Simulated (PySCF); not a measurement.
Molecule: `C(CC#CC#C)C`, C₇H₈.

Geometry (Å), atoms numbered from 1 in this order:
```xyz
15

C     4.2003    0.4662   -0.3415
C     3.0772    0.0929   -0.1190
C     1.8070   -0.3235    0.1279
C     0.6839   -0.6995    0.3588
C    -0.6741   -1.1318    0.5948
C    -1.6718   -0.3508   -0.2713
C    -1.7151    1.1235    0.1090
H     5.1784    0.7894   -0.5343
H    -0.9145   -0.9906    1.6536
H    -0.7478   -2.2009    0.3695
H    -1.3876   -0.4516   -1.3213
H    -2.6638   -0.7913   -0.1476
H    -2.4044    1.6643   -0.5351
H    -2.0447    1.2424    1.1394
H    -0.7276    1.5691    0.0104
```

Frames of a GFN2-xTB Langevin trajectory at 300 K; GIAO PBE0/pcSseg-1 shieldings in PySCF 2.14, gas phase, non-relativistic; equivalent atoms averaged within each frame.

Shifts are taken against calculated references (same method and geometry level): $^{13}$C (σref 186.93), $^{1}$H (σref 31.72) vs TMS. The references are static minima.

How do the shifts (ppm) fluctuate along the trajectory?

## Answers


```tsv
time (fs)	C4	C2	C3	C1	C6	C5	C7	H9/H10	H11/H12	H8
optimised geometry	83.1	74.4	74.4	70.7	26.3	23.5	15.5	2.41	1.55	1.15
250	86.3	76.8	72.4	71.6	27.7	26.0	18.7	2.76	1.93	1.55
425	84.8	78.4	73.1	72.4	23.8	24.3	13.9	3.29	1.82	1.02
625	87.7	75.7	78.4	72.4	26.9	29.1	7.6	2.90	0.93	2.32
800	84.8	77.4	75.4	80.7	29.0	21.9	12.6	2.56	2.04	2.48
1000	86.5	74.9	77.3	71.1	22.3	25.7	15.4	2.61	1.27	0.97
mean of frames	86.0	76.6	75.3	73.6	25.9	25.4	13.7	2.82	1.60	1.67
standard deviation	1.2	1.4	2.6	4.0	2.8	2.7	4.1	0.29	0.48	0.71
```

5 frames give an uncertainty of the mean of about the standard deviation over 2.2 at best, since frames this close in time may not be independent; classical motion lacks zero-point vibration, and the reference would need the same averaging.
